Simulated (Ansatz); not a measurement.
C$_{2}$H$_{8}$OSeSn (`C[O][SnH2][Se]C`) at its PBE0-D4/def2-TZVP geometry, where that method's forces vanish. Charge 0, multiplicity 1. Sn: def2 effective core potential.

```xyz
13

C     1.2167   -0.8644    1.7405
O     1.1267   -0.4203    0.4124
Sn   -0.2381   -1.1965   -0.7812
Se   -0.6284    0.6041   -2.4704
C    -0.9635    2.0225   -1.1571
H     0.2404   -0.9037    2.2462
H     1.8490   -0.1650    2.2966
H     1.6742   -1.8607    1.8170
H     0.3673   -2.6037   -1.5329
H    -1.5793   -1.4859    0.2466
H    -1.9055    1.8504   -0.6404
H    -1.0227    2.9495   -1.7250
H    -0.1370    2.0738   -0.4522
```

(1) What forces (eV/Å) does ωB97M-V/def2-TZVPP give on these atoms in Ansatz 0.2.0? (Best estimate.)

Answers

(1) Ansatz gave: 
```
C1   0.056 -0.085  0.348
O2  -0.060  0.064 -0.268
Sn3 -0.053 -0.031 -0.033
Se4  0.025 -0.103  0.048
C5  -0.008  0.049  0.043
H6   0.078  0.005 -0.054
H7  -0.060 -0.075 -0.040
H8  -0.042  0.088 -0.014
H9  -0.044  0.103  0.061
H10  0.098  0.026 -0.079
H11  0.083  0.025 -0.035
H12  0.002 -0.072  0.072
H13 -0.076  0.007 -0.050
```
